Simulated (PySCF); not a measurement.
Zinc: a sound run and one with changed settings

Sound run: Zn [Ar] 3d10 4s2, Zn⁺ [Ar] 3d10 4s1. All numbers are calculated (PySCF 2.14, a scalar-relativistic core potential, in aug-cc-pVDZ-PP with ECP10MDF (5s5p4d2f, 54 functions)). In the sound run the correlated levels freeze 3s2 3p6 outside the core potential. The sound run starts from symmetry-adapted Hartree-Fock orbitals and uses a fine grid where one is needed.

Changed run: all electrons correlated in a basis built for the valence shell.

```
species  method  sound run (hartree)  changed run (hartree)  converged
     Zn     MP2           -226.42133             -226.68483        yes
    Zn⁺     MP2           -226.08436             -226.34556        yes
```

Ionisation energy of Zn:

```
 method  sound run (eV)  changed run (eV)
    UHF           7.873             7.873
    MP2           9.170             9.232
SCS-MP2           9.181             9.219
```

A valence basis has no tight correlating functions, so it recovers only part of the core correlation, and not evenly between atom and ion.

For comparison, NIST gives 9.394 eV between the lowest levels.
